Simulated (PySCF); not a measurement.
**Static response to an electric field**

Compound: (F2Al-mu-NH2)2.
Structure used (PBE0-D3(BJ)/def2-SVP), in Å, numbered top down from 1:
```
atom  x, y, z in Å
Al1    0.7442   -0.5667    1.0358
F2     2.1355    0.1879    1.5533
F3     0.2235   -1.9859    1.7344
N4     0.7362   -0.7104   -0.8960
Al5   -0.7233    0.5526   -1.0259
F6    -2.1161   -0.1948   -1.5501
F7    -0.2050    1.9730   -1.7242
N8    -0.7159    0.6952    0.9049
H9     0.5313   -1.6449   -1.2545
H10    1.6017   -0.4039   -1.3455
H11   -0.5161    1.6299    1.2657
H12   -1.5805    0.3854    1.3530
```

Level: CAM-B3LYP/def2-SVPD (PySCF), static field, nuclei fixed, core orbitals frozen in the response. The polarisability tensor in these axes (au):

```
x   53.80 -1.77  2.12
y   -1.77 52.93 -1.55
z    2.12 -1.55 55.76
```

**Question.** Give the principal values, the mean and the anisotropy Δα = √{½[(α1 − α2)² + (α2 − α3)² + (α1 − α3)²]}.

**Answer.** Principal values 51.53, 52.84 and 58.12 au; mean 54.16 au = 8.03 Å³ = 8.93 × 10⁻⁴⁰ C²·m²/J; Δα = 6.04 au (11 % of the mean).

**Question.** What is the dipole moment?

**Answer.** 0.04 D; point group D2h allows none, and the residue is numerical.

**Question.** Directions of the eigenvectors, and the extent of the frame along each?

**Answer.** Largest value along (0.53, -0.40, 0.74), where the nuclei span 4.41 Å; middle along (-0.56, 0.49, 0.67), 3.96 Å; least along (0.64, 0.77, -0.04), 2.90 Å. The response follows the extents in order.

**Question.** Refractivity n − 1 of an ideal gas of it at 500 K and 1 atm, from the electronic α?

**Answer.** N = p/kT = 1.4678 × 10¹⁹ cm⁻³, so n − 1 = 2π × N × 8.03 × 10⁻²⁴ cm³ = 740 × 10⁻⁶ at long wavelengths.

**Question.** In TDDFT the mean static polarisability is Σ f/ω² over all singlet excitations (ω in hartree). How much of it do the 15 lowest give? Their energies (eV) and oscillator strengths: 8.26, 0.0000; 8.81, 0.2540; 9.61, 0.0009; 9.63, 0.0304; 9.64, 0.0000; 9.72, 0.2738; 9.73, 0.0065; 9.84, 0.0000; 9.86, 0.0086; 10.04, 0.0000; 10.06, 0.0021; 10.07, 0.0000; 10.19, 0.0000; 10.33, 0.0696; 10.47, 0.0000.

**Answer.** They add up to 5.43 au, 10.0 % of the 54.16 au; the largest single term is 2.42 au, from the state at 8.81 eV. Terms in order: 0.00, 2.42, 0.01, 0.24, 0.00, 2.14, 0.05, 0.00, 0.07, 0.00, 0.02, 0.00, 0.00, 0.48, 0.00 au. Higher excitations give the rest. The strengths listed sum to 0.646.

**Question.** Find the Langevin capture rate constant for O2+ (31.990 u) meeting this molecule (161.994 u), k = 2.342 × 10⁻⁹ cm³/s × √(α in Å³ / reduced mass in u).

**Answer.** The reduced mass is 26.71 u, so k = 1.28 × 10⁻⁹ cm³/s.

Geometry: PBE0-D3(BJ)/def2-SVP, one conformer, isolated molecule.
